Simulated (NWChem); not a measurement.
System: NH2SeF; SMILES N[Se]F

```xyz
5

Se     0.4010     0.0147     0.0000
F     -0.6402    -1.4426     0.0000
N     -0.7576     1.3481     0.0000
H     -1.2846     1.5240     0.8503
H     -1.2846     1.5240    -0.8503
```
Atoms are numbered in this order, from 1.

Computed with NWChem. Pople sets run with spherical d functions. Coordinates come from a PBE0/def2-SVP optimisation. Vertical excitations in the gas phase; the lowest state need not have the same character in each row.

```json
[
 {"level": "PBE/6-31G*, TDA", "lowest excitation, singlet (eV)": "3.82", "oscillator strength of that lowest state": "0.000", "lowest state with f > 0.02, singlet (eV)": "6.35", "oscillator strength of that bright state": "0.043", "orbital gap (eV)": "3.37"},
 {"level": "B3LYP/6-31G*, TDA", "lowest excitation, singlet (eV)": "3.93", "oscillator strength of that lowest state": "0.001", "lowest state with f > 0.02, singlet (eV)": "6.75", "oscillator strength of that bright state": "0.046", "orbital gap (eV)": "5.23"},
 {"level": "LRC-wPBEh/6-31G*, TDA", "lowest excitation, singlet (eV)": "3.99", "oscillator strength of that lowest state": "0.001", "lowest state with f > 0.02, singlet (eV)": "7.07", "oscillator strength of that bright state": "0.049", "orbital gap (eV)": "9.37"},
 {"level": "LDA (Slater exchange, VWN5)/6-31G*, TDA", "lowest excitation, singlet (eV)": "3.77", "oscillator strength of that lowest state": "0.000", "lowest state with f > 0.02, singlet (eV)": "6.37", "oscillator strength of that bright state": "0.046", "orbital gap (eV)": "3.26"}
]
```
